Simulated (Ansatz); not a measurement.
## PtH4(NH3) in a box, plane waves

Ansatz 0.2.0, DFT PBE, scalar-relativistic, plane waves, PAW, molecule in a box. The geometry was relaxed with Gaussian bases (PBE0; Pt def2-SVP with ECP60, H def2-SVP, N def2-SVP).

```yaml
crystal:
  lattice:
    - [12.28, 0.0, 0.0]
    - [0.0, 13.11, 0.0]
    - [0.0, 0.0, 11.13]
  atoms:
    - { symbol: Pt, position: [0.49086156, 0.54621053, 0.54807907] }
    - { symbol: H, position: [0.6077443, 0.61039436, 0.59526415] }
    - { symbol: H, position: [0.63375977, 0.55105568, 0.58012399] }
    - { symbol: H, position: [0.45239739, 0.65656064, 0.57886613] }
    - { symbol: H, position: [0.36644951, 0.5327376, 0.51654088] }
    - { symbol: "N", position: [0.51408713, 0.38425782, 0.49561635] }
    - { symbol: H, position: [0.45053664, 0.34324943, 0.52949057] }
    - { symbol: H, position: [0.51008795, 0.37790923, 0.40431267] }
    - { symbol: H, position: [0.58385098, 0.34892143, 0.52259569] }
basis:
  ecutwfc: 420
  ecutrho_ratio: 4
kpoints:
  mp_grid: { grid: [1, 1, 1] }
hamiltonian:
  xc: pbe
scf:
  occupations: { method: gaussian, width: 0.01 }
output:
  forces: true
  eigenvalues: true
  populations: true
```

Command:
```sh
ansatz run input.yaml --threads 2 --pin off --max-ram 5120MiB --backend cpu --events-out ev --progress --plain --runs-dir out
```
It took 4 s on 2 threads of Arm Neoverse V1, with other jobs on the host, peak memory 0.92 GiB.

Problem. How does the SCF go?

Solution. 
```
SCF iter   1: F=—  HF=-13018.477287 eV  |F-HF|=—  |Δ(HF+E_count)|=         —  Δρ=2.73e-3
preconditioner: auto → Resta (q_TF=auto, 1.380 Å⁻¹)  ε∞=1.2  [insulator: Δε(μ)=3.761 eV  Ē_g=8.718 eV  σ=0.010 eV  W_gap=1.00  n_s
SCF iter   2: F=—  HF=-13018.434451 eV  |F-HF|=—  |Δ(HF+E_count)|=   4.28e-2  Δρ=1.12e-3
SCF iter   3: F=—  HF=-13018.436338 eV  |F-HF|=—  |Δ(HF+E_count)|=   1.89e-3  Δρ=4.45e-4
SCF iter   4: F=—  HF=-13018.438970 eV  |F-HF|=—  |Δ(HF+E_count)|=   2.63e-3  Δρ=2.48e-4
SCF iter   5: F=—  HF=-13018.439126 eV  |F-HF|=—  |Δ(HF+E_count)|=   1.56e-4  Δρ=9.69e-5
SCF iter   6: F=—  HF=-13018.439279 eV  |F-HF|=—  |Δ(HF+E_count)|=   1.52e-4  Δρ=1.93e-5
SCF iter   7: F=—  HF=-13018.439329 eV  |F-HF|=—  |Δ(HF+E_count)|=   5.08e-5  Δρ=4.47e-6
SCF iter   8: F=-13018.439330 eV  HF=-13018.439330 eV  |F-HF|=1.92e-8  |Δ(HF+E_count)|=   4.78e-7  Δρ=1.98e-6
```

Problem. Which levels lie next to the highest filled one (eV, counted from it)?

Solution. Filled: -8.10, -8.02, -7.81, -5.32, -2.74, -2.45, -1.46, -0.69, -0.46, 0.00. Empty: 3.40, 4.46, 4.74, 4.88, 5.03, 5.30, 5.61, 5.65.

Problem. What forces are left at this geometry, relaxed with Gaussian bases (eV/Å)?

Solution. 
```
Pt   0.29 -0.03  0.05
H   -0.14  0.05 -0.01
H   -0.03 -0.15 -0.05
H   -0.06  0.05  0.00
H   -0.02 -0.04 -0.01
N   -0.05  0.04  0.01
H   -0.06  0.00  0.05
H    0.00  0.05 -0.07
H    0.07  0.03  0.05
```

The highest of the empty levels listed lie near the vacuum level and may be states of the box.

The forces come from the other functional as well as from the basis.

On relaxing from the template, bonds within or between ligands changed, so the formula names the start rather than the bonding at the end.
